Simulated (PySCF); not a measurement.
## Energy of Mo⁻ (molybdenum, charge -1) between two integer charges

The 5s beta orbital of [Kr] 4d5 5s2 is emptied in steps (occupation f), with all orbitals relaxed, ending at [Kr] 4d5 5s1. Calculation: PySCF 2.14, in aug-cc-pVDZ-PP with ECP28MDF; a scalar-relativistic core potential. The exact energy is a straight line in f; departures are measured from the line between the end points of the same method.

```csv
f,BHandHLYP (eV),r2SCAN0 (eV)
1,0.000,0.000
0.8,-0.149,-0.152
0.6,-0.229,-0.221
0.4,-0.235,-0.209
0.2,-0.160,-0.123
0,0.000,0.000
```

```
   method  E(f=0) − E(f=1) (eV)  −ε at f=1 (eV)  −ε at f=0.4 (eV)
BHandHLYP                 0.538          -0.365             0.704
  r2SCAN0                 0.315          -0.657             0.570
```

Orbital energy along the path (eV):

```tsv
f	BHandHLYP	r2SCAN0
1	0.365	0.657
0.8	0.039	0.233
0.6	-0.316	-0.174
0.4	-0.704	-0.570
0.2	-1.128	-0.899
0	-1.447	-0.641
```

As f goes to zero the orbital energy of a semilocal functional can turn back, because the density of that orbital vanishes from the exchange-correlation potential.

At f = 1 the orbital energy is positive for BHandHLYP, r2SCAN0: only the finite basis holds the electron.

Reference removal energy between the ground levels: 0.747 eV (measured; photodetachment measurements, as compiled on the Wikipedia data page of electron affinities).
